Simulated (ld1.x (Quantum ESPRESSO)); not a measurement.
# Reading a pseudo-wave (Ge (Z = 32))

Columns: radius, all-electron u(r) and pseudo u(r) of the 3d shell (level -63.12 eV) of germanium in the configuration [Ne] 3s2 3p6 3d10 4s1 4p0; PBEsol, scalar-relativistic, ultrasoft scheme, ld1.x (Quantum ESPRESSO) 7.5.

```json
{"r (bohr)": "0.075", "all-electron": "0.0889", "pseudo": "0.0128"}
{"r (bohr)": "0.150", "all-electron": "0.3655", "pseudo": "0.0938"}
{"r (bohr)": "0.225", "all-electron": "0.6756", "pseudo": "0.2740"}
{"r (bohr)": "0.300", "all-electron": "0.9199", "pseudo": "0.5303"}
{"r (bohr)": "0.375", "all-electron": "1.0737", "pseudo": "0.7982"}
{"r (bohr)": "0.450", "all-electron": "1.1459", "pseudo": "1.0066"}
{"r (bohr)": "0.525", "all-electron": "1.1566", "pseudo": "1.1134"}
{"r (bohr)": "0.600", "all-electron": "1.1262", "pseudo": "1.1224"}
{"r (bohr)": "0.675", "all-electron": "1.0707", "pseudo": "1.0717"}
{"r (bohr)": "0.750", "all-electron": "1.0015", "pseudo": "1.0015"}
{"r (bohr)": "0.825", "all-electron": "0.9260", "pseudo": "0.9260"}
{"r (bohr)": "0.900", "all-electron": "0.8491", "pseudo": "0.8491"}
{"r (bohr)": "0.975", "all-electron": "0.7736", "pseudo": "0.7736"}
{"r (bohr)": "1.050", "all-electron": "0.7014", "pseudo": "0.7014"}
{"r (bohr)": "1.125", "all-electron": "0.6335", "pseudo": "0.6335"}
{"r (bohr)": "1.200", "all-electron": "0.5704", "pseudo": "0.5704"}
{"r (bohr)": "1.275", "all-electron": "0.5122", "pseudo": "0.5122"}
{"r (bohr)": "1.350", "all-electron": "0.4589", "pseudo": "0.4589"}
{"r (bohr)": "1.425", "all-electron": "0.4103", "pseudo": "0.4103"}
{"r (bohr)": "1.500", "all-electron": "0.3662", "pseudo": "0.3662"}
{"r (bohr)": "1.575", "all-electron": "0.3264", "pseudo": "0.3264"}
{"r (bohr)": "1.650", "all-electron": "0.2905", "pseudo": "0.2905"}
{"r (bohr)": "1.725", "all-electron": "0.2581", "pseudo": "0.2581"}
{"r (bohr)": "1.800", "all-electron": "0.2291", "pseudo": "0.2291"}
{"r (bohr)": "1.875", "all-electron": "0.2031", "pseudo": "0.2031"}
{"r (bohr)": "1.950", "all-electron": "0.1799", "pseudo": "0.1799"}
```

Q: How many radial nodes do the two functions have?

A: The all-electron 3d function has n − l − 1 = 0; the pseudo-wave has 0.

Q: At about which radius was the pseudo-wave matched?

A: 0.75 bohr, where the columns begin to agree (steps of 0.07 bohr).

Q: Is the pseudo-wave norm-conserving?

A: No, it belongs to an ultrasoft set: the norm inside the radius is not constrained, and the difference is carried by the augmentation charge.
